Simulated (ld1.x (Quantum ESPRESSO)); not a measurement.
## N: variants of one TM potential

Base potential:

```
Element                 : nitrogen
Generator               : ld1.x (Quantum ESPRESSO) 7.5
Type                    : norm-conserving Troullier–Martins (Kleinman–Bylander form)
Functional              : PBE
Relativity              : non-relativistic
Frozen core             : [He]
Valence charge          : 5
Reference configuration : 2s2 2p3
Partial waves           : 2s (bound): rc 0.70 bohr; 2p (bound): rc 1.95 bohr
Local potential         : all-electron potential smoothed inside 1.85 bohr (lloc = -2)
Core correction         : a·sin(br)/r model core inside 0.35 bohr
```

Cutoffs, loose and tight: the cutoffs (Ry, on a coarse ladder) from which the occupation-weighted sum of valence levels, in a spherical-Bessel basis at the reference potential, stays within 10 and 1 mRy of its value at 400 Ry. They do not see the model core or the augmentation charge, which bear on the density cutoff. Test errors are all-electron minus pseudo excitation energies from the reference, over the configurations 2s2 2p2; 2s2 2p1; 2s2 2p0; 2s2 2p2.5; 2s1 2p4; 2s1 2p0; 2s1 2p3. A dash means not determined; rows that change the core or the reference have their own tests. The largest error is taken over the tests solved by every variant that gives reliable tests at all: 2s1 2p0; 2s1 2p3; 2s1 2p4; 2s2 2p0; 2s2 2p1; 2s2 2p2.

| change | outcome | cutoff, loose | cutoff, tight | bound ghosts | largest test error (meV) |
| --- | --- | --- | --- | --- | --- |
| base | generated | 140 Ry | 300 Ry | none | +2598 |
| local potential all-electron potential smoothed inside 2.30 bohr (lloc = -2) | generated | 140 Ry | 300 Ry | none | +2455 |
| local potential the s channel | generated | 140 Ry | 300 Ry | none | +2507 |
| core correction a·sin(br)/r model core inside 0.72 bohr | generated | 140 Ry | 300 Ry | none | +2571 |
| scalar-relativistic | generated | 140 Ry | 300 Ry | none | +2598 |

Problem. What comes out with this change to the base: wave 2p (bound): rc 1.95 bohr becomes 2p (bound): rc 1.84 bohr?

Solution. outcome: generated; cutoff, loose: 140 Ry; cutoff, tight: 300 Ry; bound ghosts: none; largest test error (meV): +2033.

Problem. What comes out with this change to the base: wave 2s (bound): rc 0.70 bohr becomes 2s (bound): rc 0.56 bohr?

Solution. outcome: generated; cutoff, loose: 260 Ry; cutoff, tight: 300 Ry; bound ghosts: none; largest test error (meV): +2584.
